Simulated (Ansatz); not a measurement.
Gas-phase electronic energies from Ansatz, PBE0-D4/def2-TZVP geometries. CCSD(T)/CBS is the MP2 limit (def2-TZVPP, def2-QZVPP) plus CCSD(T) − MP2 in def2-TZVPP, frozen cores. This one scheme is used for every species. DFT in def2-TZVPP. HSE06 is defined as in plane-wave codes. Triplets are unrestricted, without spin–orbit coupling. For Ga outer-core shells are correlated without core-valence functions, which leaves a few kJ/mol of doubt a bond. Scalar relativity is left out up to krypton. Each species was taken in one conformer, which may not be the lowest.

`[OH][GaH][CH2]S` → `[CH2]` (triplet) + `[OH][GaH][SH]`  (formal loss of a carbene)

CCSD(T)/CBS gives +322.0 kJ/mol.

**Question.** Another level gave +316.6 kJ/mol. Which?
A. ωB97X-V/def2-TZVPP
B. HSE06-D4/def2-TZVPP
C. MP2/def2-TZVPP
D. PBE0/def2-TZVPP

**Answer.** B. HSE06-D4 316.6, ωB97X-V 328.2, MP2/def2-TZVPP 321.1, PBE0 310.1 kJ/mol.

Largest T1 diagnostic among the species: 0.014.

From PBE to PBE0 (25 % exact exchange), in def2-TZVPP and without D4, ΔE moves by −12.6 kJ/mol. Leaving LDA and LC-ωPBE aside and taking each functional with its dispersion term where it has one, the values, not all of them listed here, spread over 41.5 kJ/mol, from r2SCAN0-D4 to PBE-D4. LDA lies +73.0 kJ/mol from PBE without D4. At CCSD(T), def2-SVP lies −30.7 kJ/mol from the extrapolated value and def2-TZVPP −13.7 kJ/mol.

CCSD(T)/CBS has its own doubt, a few kJ/mol and more with outer-core shells, so smaller differences from it don't rank the levels.
